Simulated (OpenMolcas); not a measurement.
## Ar3+: Slater's ratio, worked from levels

```json
{
 "Program": "OpenMolcas",
 "Basis": "ANO-RCC-VQZP [6s5p3d2f1g]",
 "Scalar Hamiltonian": "DKH2, point nucleus",
 "Active space": "3 electrons in 3 orbitals (3p)",
 "State averaging": "2S+1 = 4 odd, 1 root; 2S+1 = 2 odd, 8 roots",
 "Spin-orbit coupling": "state interaction with AMFI integrals over the reference wave functions, term energies averaged over their components"
}
```

Methods: CASSCF; SS-CASPT2, IPEA 0.25 Eh, imaginary shift 0.1 Eh (closed shells correlated: 2s 2p 3s). Measured levels: Saloman, J. Phys. Chem. Ref. Data 39, 033101 (2010).

**Slater's ratio.** With one set of orbitals, p3 has ²D° - ⁴S° = 9 F2 and ²P° - ²D° = 6 F2 (F2 = F²/25), a ratio of 2/3. Term energies are centres of gravity, weighted by 2J + 1.

| Source | ²D° - ⁴S° | ²P° - ⁴S° | F2 from the first | Ratio |
| --- | --- | --- | --- | --- |
| CASSCF | 26114 | 43506 | 2902 | 0.666 |
| SS-CASPT2 | 21540 | 36490 | 2393 | 0.694 |
| measured | 21168 | 34973 | 2352 | 0.652 |

Energies in cm-1. A ratio away from 2/3 shows effects beyond one configuration with one set of orbitals, and in heavier atoms second-order spin-orbit shifts.

CASPT2 does not keep the components of a term degenerate, so their means are used; among the terms shown or strongly mixed into the levels shown the widest spread is 210 cm-1 (3s² 3p³ ²D°, SS-CASPT2). With the s shell closed, the reference lacks s² → p² mixing. Measured partners are found by configuration, term and J. A level has none where our copy of the source lacks it or the pairing is in doubt (some pairs that miss far off the trend of their configuration count as doubtful), and it then counts in no deviation. Levels of configurations outside the active space are missing.

° marks odd parity.
